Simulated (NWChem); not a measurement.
System: ZnCl, doublet; SMILES [Cl][Zn]

```xyz
2

Zn     0.0000     0.0000    -0.7822
Cl     0.0000     0.0000     1.3804
```
Atoms are numbered in this order, from 1.

Results from NWChem. Pople sets run with spherical d functions. Spin-unrestricted. Medium grid unless said otherwise, to which SCAN and Minnesota functionals are sensitive. Coordinates come from a PBE0/def2-SVP, spin-unrestricted optimisation. This spin state was assumed; another may lie lower. No stability test was run on the SCF state. Total energies of different functionals are on different scales.

```tsv
level	energy (Ha)	highest occupied level (eV)	lowest empty minus highest occupied level, either spin (eV)	dipole (D)	<S²>
B3LYP/6-31G*	-2239.3096	-6.19	2.30	2.99	0.751
PBE/6-31G*	-2238.7774	-5.42	1.09	2.77	0.751
UHF/6-31G*	-2237.0058	-8.66	8.53	3.66	0.753
r2SCAN/6-31G*	-2239.1947	(withheld)	(withheld)	3.06	0.752
LC-wPBE (HJS exchange hole, range parameter 0.4 per bohr)/6-31G*	-2238.8576	-8.87	7.68	3.39	0.753
MN15/6-31G*	-2239.3948	-6.86	4.52	3.28	0.752
OLYP/6-31G*	-2239.7743	-5.19	0.70	2.80	0.751
LDA (Slater exchange, PW92)/6-31G*	-2234.8372	-5.55	0.96	2.73	0.751
PW91/6-31G*	-2239.3751	-5.48	0.97	2.75	0.751
M06-2X/6-31G*	-2239.2179	-7.20	2.04	3.03	0.751
```

Problem. What belongs in the gaps?

Solution. 
- r2SCAN/6-31G*, highest occupied level (eV): -5.76
- r2SCAN/6-31G*, lowest empty minus highest occupied level, either spin (eV): 1.76
